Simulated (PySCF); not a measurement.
C5H6O2. Atoms are numbered in the order given.

```xyz
13

C      0.4433    -2.5637     0.0000
C      0.0710    -1.1132     0.0000
C     -1.1854    -0.5791     0.0000
O     -1.1229     0.7974     0.0000
C      0.1784     1.1251     0.0000
O      0.3992     2.4498     0.0000
C      0.9783     0.0123     0.0000
H      1.0447    -2.8209    -0.8878
H     -0.4519    -3.2025     0.0000
H      1.0447    -2.8209     0.8878
H     -2.1842    -1.0033     0.0000
H      1.3563     2.5965     0.0000
H      2.0657    -0.0139     0.0000
```

Coordinates come from a TPSSh-D3(BJ)/def2-SVP optimisation. One conformer was computed; it need not be the lowest.

The numbers are results of TPSSh-D3(BJ)/def2-SVP run with PySCF, not measurements.

Frequencies are harmonic and unscaled.

Q: Estimate the vibrational spectrum. (An estimate is asked for; the answer gives what the named calculation found.)

A: 
```
mode  ν (cm⁻¹)  IR (km/mol)  moving atoms (share of kinetic energy)
----  --------  -----------  --------------------------------------
1          137          0.0                                  H 95 %
2          194          3.2                  C 56 %, O 23 %, H 21 %
3          270        101.0                                  H 91 %
4          277          2.6                  C 50 %, H 29 %, O 21 %
5          353          2.6                  C 54 %, O 36 %, H 10 %
6          463          6.2                  O 40 %, C 38 %, H 23 %
7          590          9.5                  C 61 %, O 27 %, H 12 %
8          613         18.9                  C 60 %, H 30 %, O 10 %
9          667          3.8                  C 57 %, H 30 %, O 13 %
10         711          7.3                          H 53 %, C 43 %
11         752          3.5                  O 56 %, C 34 %, H 10 %
12         752         50.0                          H 74 %, C 25 %
13         975         22.0                  H 39 %, C 32 %, O 29 %
14         991         11.7                  H 53 %, C 32 %, O 15 %
15        1016          1.0                          C 72 %, H 22 %
16        1051          1.4                          H 66 %, C 34 %
17        1134         42.3                  H 60 %, C 27 %, O 14 %
18        1165         41.3                  C 36 %, O 36 %, H 28 %
19        1197        119.8                  C 41 %, H 40 %, O 19 %
20        1259         26.5                          H 74 %, C 20 %
21        1363          3.4                          C 73 %, H 23 %
22        1414          0.9                          H 68 %, C 31 %
23        1473         29.2                          H 67 %, C 29 %
24        1473          5.9                                  H 96 %
25        1501         10.1                          H 48 %, C 47 %
26        1625        150.6                                  C 89 %
27        1669        193.3                                  C 90 %
28        3027         36.4                                  H 97 %
29        3095         18.4                           H 91 %, C 9 %
30        3128         17.0                           H 91 %, C 9 %
31        3247          4.7                           H 91 %, C 9 %
32        3287          0.1                           H 91 %, C 9 %
33        3815        105.7                                  H 94 %
```
